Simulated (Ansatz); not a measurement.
n-GeGeGeGeGeH12 (Ge5H12). Total charge 0; singlet. Geometry PBE0-D4/def2-SVP, basis def2-TZVP, Ansatz.

| run | HOMO (eV) | LUMO (eV) |
| --- | --- | --- |
| A | -7.65 | -0.22 |
| B | -6.61 | -0.91 |
| C | -6.92 | -0.77 |
| D | -6.66 | -1.02 |
| E | -10.05 | 1.83 |

LC-ωPBE has ω = 0.4 bohr⁻¹. Another isomer (singlet) lies 0.11 eV lower at PBE0-D4/def2-TZVP; other spin states weren't run for this one.

**Question.** The runs used LC-ωPBE, PBE, PBE0, r2SCAN, revPBE. Estimate which is which.

**Answer.** A PBE0 (25 % exact exchange); B revPBE (0 % exact exchange); C r2SCAN (0 % exact exchange); D PBE (0 % exact exchange); E LC-ωPBE (range-separated). Exact exchange lowers occupied and raises empty levels; among semilocal functionals meta-GGAs tend to open the gap a little, and such runs are hard to tell apart. The gap grows from 5.64 eV (PBE) to 11.88 eV (LC-ωPBE).
